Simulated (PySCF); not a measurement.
**Electron correlation in Tm⁻ (thulium, charge -1)**

Starting occupation: [Xe] 4f13 6s2 6p1, 4f5/2 with m_j = -5/2, -3/2, -1/2, +1/2, +3/2, +5/2, 4f7/2 with m_j = -5/2, -3/2, -1/2, +1/2, +3/2, +5/2, +7/2, 6p1/2 with m_j = -1/2. Calculation: PySCF 2.14, in x2c-SVPall-2c with one added diffuse shell each of s, p, d, f type (8s11p10d4f1g, 128 functions); X2C-1e with screened-nucleus spin-orbit coupling, Gaussian nucleus. Frozen: [Ar] 3d10; 42 electrons correlated; the 16 highest virtual spinors left out.

MP2 pair energies summed by pair of shells (mhartree):

```tsv
pair	energy	share (%)
4f-4f	-361.05	29.3
4d-4f	-188.99	15.3
4f-5p	-167.65	13.6
5p-5p	-116.91	9.5
4d-4d	-86.22	7.0
4d-4p	-64.78	5.3
4f-4p	-53.70	4.4
4d-5p	-39.62	3.2
5p-5s	-26.54	2.2
5p-6s	-22.12	1.8
4p-4p	-15.83	1.3
4f-5s	-13.70	1.1
6s-6s	-12.62	1.0
4f-6s	-10.72	0.9
4p-5p	-7.57	0.6
4d-5s	-7.17	0.6
6p-6s	-6.92	0.6
5s-5s	-5.30	0.4
4d-4s	-5.12	0.4
4f-4s	-5.08	0.4
4p-4s	-3.78	0.3
4p-5s	-2.52	0.2
5p-6p	-2.42	0.2
4f-6p	-1.39	0.1
5s-6s	-1.07	0.1
4s-4s	-0.94	0.1
4s-5p	-0.73	0.1
4d-6s	-0.69	0.1
4s-5s	-0.42	0.0
4p-6s	-0.14	0.0
```

Total MP2 correlation energy: -1232.1 mhartree.

The GHF reference relaxed away from the jj start to a determinant that is no pure jj level (⟨S²⟩ = 1.73, ⟨J²⟩ = 13.19); the energies belong to that determinant.

The Hartree-Fock reference does not bind the outermost electron (its level is positive or very diffuse), so these energies belong to a reference that the basis holds together.

This basis was not built for core-valence correlation, so the inner-shell part is incomplete.
